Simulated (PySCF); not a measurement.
# Where the electron goes

C5H14GeO.
Geometry (PBE0-D3(BJ)/def2-SVP, Å), atoms numbered from 1 in this order:
```xyz
21
C5H14GeO angstrom
C      2.7239   -1.0824   -0.0131
C      1.3891   -0.4680    0.3801
C      0.7116    0.2893   -0.7584
Ge    -1.0361    1.0142   -0.2604
C     -0.9547    2.2248    1.2518
O     -2.0533   -0.3414    0.3285
C     -2.3478   -1.4127   -0.5143
H      3.1827   -1.6296    0.8249
H      3.4391   -0.3104   -0.3402
H      2.6047   -1.7923   -0.8477
H      1.5373    0.2107    1.2385
H      0.7099   -1.2567    0.7467
H      0.5738   -0.3708   -1.6324
H      1.3425    1.1253   -1.1087
H     -1.7426    1.6437   -1.4881
H     -0.2898    3.0739    1.0355
H     -0.5731    1.6895    2.1329
H     -1.9571    2.6102    1.4852
H     -2.8793   -1.1013   -1.4362
H     -3.0040   -2.1189    0.0211
H     -1.4459   -1.9761   -0.8276
```

Method used: TDDFT wB97X-D/def2-SVPD, vertical, gas phase, core orbitals frozen in the response (PySCF). Relativistic effects, spin–orbit coupling among them, are left out although an element past zinc is present.

Frontier orbitals with the atoms that hold most of them (Löwdin shares over 4%, at most four atoms; ? is withheld):

```
orbital  ε (eV)                            atoms
 LUMO+2    2.64   Ge4 17%, H15 13%, O6 8%, C1 7%
 LUMO+1    2.47  Ge4 15%, C7 14%, C5 12%, H15 8%
   LUMO       ?                                ?
   HOMO   -9.23                                ?
 HOMO-1   -9.92   O6 43%, Ge4 11%, C7 10%, C3 9%
 HOMO-2  -10.53  O6 26%, Ge4 14%, C7 11%, C3 11%
 HOMO-3  -10.74  C5 24%, Ge4 22%, H15 14%, O6 6%
```

(1) Which atoms hold the HOMO, and with what shares?

(2) Give the leading atoms of the LUMO.

(3) What is the LUMO energy, and the HOMO–LUMO gap?

Answers

(1) O6 (bonded to C and Ge) 46%; C3 (bonded to C, Ge and 2 H) 13%; Ge4 (bonded to 2 C, O and H) 10%; C7 (bonded to O and 3 H) 9%. By element: oxygen 46%, carbon 22% or more, germanium 10%.

(2) Ge4 (bonded to 2 C, O and H) 27%; C5 (bonded to Ge and 3 H) 8%; C1 (bonded to C and 3 H) 7%; H16 (bonded to C) 6%. By element: germanium 27%, carbon 15% or more, hydrogen 6% or more.

(3) ε(LUMO) = 2.13 eV; the gap is 11.36 eV (0.4174 hartree).

Q: How does S1 compare with the orbital gap of 11.36 eV?

A: S1 is at 7.11 eV (f = 0.0017), 4.25 eV below the gap, made of HOMO→LUMO+1 (39%), HOMO→LUMO+3 (27%), HOMO→LUMO (14%). Its leading pair isn't HOMO and LUMO; the energies of that pair differ by 11.70 eV. 

Next come S2 at 7.59 eV (f 0.019), HOMO→LUMO (63%), HOMO→LUMO+2 (11%), HOMO→LUMO+4 (8%); S3 at 7.87 eV (f 0.0015), HOMO→LUMO+1 (43%), HOMO→LUMO+3 (15%), HOMO→LUMO+2 (14%); S4 at 7.88 eV (f 0.026), HOMO-1→LUMO+1 (34%), HOMO-1→LUMO (21%), HOMO-1→LUMO+3 (20%); S5 at 8.09 eV (f 0.136), HOMO→LUMO+2 (26%), HOMO→LUMO+3 (24%), HOMO→LUMO+5 (15%).

Löwdin shares depend on the basis, the more so with diffuse functions.

One conformer stands for the species.
